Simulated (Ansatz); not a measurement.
```xyz
14

C    -1.173    0.971    1.129
Al    0.067   -0.195    0.158
C     0.765   -1.851    0.927
C     0.564    0.377   -1.670
O     0.163    1.702   -2.033
H    -1.335    0.650    2.161
H    -0.813    2.005    1.156
H    -2.157    0.998    0.644
H     1.353   -2.441    0.220
H    -0.044   -2.486    1.302
H     1.408   -1.634    1.788
H     0.209   -0.348   -2.423
H     1.658    0.347   -1.763
H    -0.664    1.905   -1.594
```

Charge 0, multiplicity 1.

**Question.** List the r2SCAN/def2-TZVPP orbital energies in eV (Ansatz). (Estimate.)

**Answer.** Computed: Occupied: -1516.23, -515.42, -273.37, -272.27, -272.23, -109.79, -70.17, -69.89, -69.88, -26.35, -17.71, -17.46, -16.90, -12.20, -10.53, -10.26, -10.00, -9.95, -9.81, -9.72, -8.74, -6.87, -6.81, -5.67. Lowest empty: -1.02, -0.02, 0.58, 1.63, 2.36, 2.78, 2.87, 2.93.
